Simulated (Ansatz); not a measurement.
```xyz
8

C     0.239   -1.640   -0.785
C    -0.463   -0.900    0.026
Si    0.017    0.846    0.434
Cl   -1.559    2.089    0.041
Cl    1.627    1.406   -0.691
H     1.131   -1.533   -1.387
H    -1.362   -1.293    0.505
H     0.370    1.025    1.856
```

Charge 0, multiplicity 2.

Question: List the B3LYP/def2-TZVPP orbital energies in eV (Ansatz 0.2.0). (Estimate.)

Answer: The calculation gave: α occupied: -2762.78, -2762.71, -1801.10, -278.23, -277.41, -257.54, -257.47, -196.55, -196.49, -196.42, -196.42, -196.36, -196.35, -145.43, -100.80, -100.76, -100.70, -23.32, -22.62, -21.58, -16.44, -14.75, -12.71, -11.87, -11.39, -11.26, -9.66, -9.39, -9.13, -9.07, -8.56, -6.70. α empty: -1.29, 0.15, 0.59, 1.18, 1.73, 1.93, 2.41, 3.47. β occupied: -2762.78, -2762.71, -1801.08, -277.82, -277.45, -257.54, -257.47, -196.55, -196.48, -196.42, -196.42, -196.36, -196.35, -145.41, -100.79, -100.74, -100.67, -23.30, -22.61, -21.14, -15.92, -14.60, -12.44, -11.49, -11.36, -11.18, -9.59, -9.38, -9.10, -8.97, -8.37. β empty: -2.78, -0.96, 0.20, 0.62, 1.24, 1.80, 2.06, 2.51. ⟨S²⟩ = 0.759.

B3LYP here is the variant with VWN-RPA as its local correlation; programs differ in this.
